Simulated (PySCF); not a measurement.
## Eu(III) with more and more NH2

Computed with PySCF 2.14.0, PBE0, def2-SVP on the ligands, density fitting, scalar-relativistic core potentials, no spin-orbit coupling, vacuum. The metal has lcecp-1-SVP with ECP52. Each complex is relaxed within the symmetry of its template. Distances are means of the shortest metal–ligand contacts, charges and spins Mulliken's; removal energies are rigid, with the ligand's formal charge and no counterpoise, so too large; for an anion taken off a cation in vacuum most of it is the attraction of opposite charges, and multiply charged cations can part far more cheaply with an electron moved from ligand to metal. lcecp potentials hold a fixed number of 4f electrons in the core, out of states, spins and gaps.

```csv
complex,point group,M–NH2 (Å),charge on M (e),dipole (D),removal of one NH2 (eV),"strongest infrared band, degenerate modes summed (cm⁻¹)",unstable modes (below −25 cm⁻¹)
[Eu(NH2)2]+,C2v,2.103,1.21,–,16.88,631,0
[Eu(NH2)4]−,S4,2.292,0.65,–,5.16,452,0
```

What does the calculation give for Eu(NH2)3?

point group: nearly D3h, M–NH2 (Å): 2.210, charge on M (e): 0.92, dipole (D): 0.05, removal of one NH2 (eV): 10.47, strongest infrared band, degenerate modes summed (cm⁻¹): 537, unstable modes (below −25 cm⁻¹): 0.
```xyz
10

Eu   -0.0060   -0.0031    0.0190
N     2.2036   -0.0010    0.0028
H     2.8224    0.8074    0.0810
H     2.8270   -0.8041   -0.0934
N    -1.1037    1.9043    0.2241
H    -0.7021    2.8382    0.3217
H    -2.1146    2.0486    0.2304
N    -1.1061   -1.9053   -0.2169
H    -2.1170   -2.0481   -0.2395
H    -0.7035   -2.8369   -0.3292
```

The more ligands, the longer each bond and the weaker the last ligand is held.

Moved off a saddle point of the template and relaxed again: [Eu(NH2)2]+, Eu(NH2)3, [Eu(NH2)4]−. One start shape was tried for each, so a minimum needn't be the lowest isomer.
